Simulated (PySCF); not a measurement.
YOF, SMILES [Y]([F])=[O].

Geometry: PBE0-D3(BJ)/def2-TZVP. The def2 effective core potentials stand for the cores of Y; spin–orbit coupling is left out.

Two levels are set side by side: TDDFT-PBE/def2-TZVPD (PySCF) and TDDFT-B3LYP/def2-TZVPD (PySCF). Vertical, same geometry. The lowest singlet is HOMO→LUMO 100 % with PBE and HOMO→LUMO 99 % with the other functional; states are paired by order. Differences are taken from unrounded values.

| quantity | TDDFT-B3LYP | TDDFT-PBE | TDDFT-PBE minus TDDFT-B3LYP |
|---|---|---|---|
| lowest singlet excitation (eV) | 2.75 | 2.36 | -0.39 |
| lowest triplet excitation (TDA) (eV) | 2.65 | 2.26 | -0.39 |

A lower first singlet is the usual sign of a functional without exact exchange. Differences between two approximate levels are no errors against the true value.

Rough cost on one machine, each run with all the roots and properties that it gave: TDDFT-B3LYP against TDDFT-PBE about 3 times.
